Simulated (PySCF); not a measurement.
```xyz
3
charge 0 multiplicity 4, angstrom
Co    0.0000    0.0000    0.0000
Cl    2.0818    0.0000    0.0000
Cl   -2.0818    0.0000    0.0000
```

Level of theory: UwB97X/[Co def2-TZVP, Cl def2-TZVP], no relativity, density fitting, PySCF.

This geometry of CoCl₂ is a stationary point at this level.

Task: What is the point group?

Result: D∞h.

Task: Is it a minimum?

Result: Yes: all harmonic wavenumbers are real.

Task: Which band is strongest in the infrared?

Result: 517 cm⁻¹ (σu+), 163 km/mol.

Task: Give the ideal-gas entropy at 298.15 K and 1 bar by parts.

Result: translation 169.5, rotation 70.9, vibration 39.6, spin 11.5; total 291.5 J/(mol K).

This need not be the most stable arrangement of these atoms. Other spin states or occupations of the open shell can lie lower.
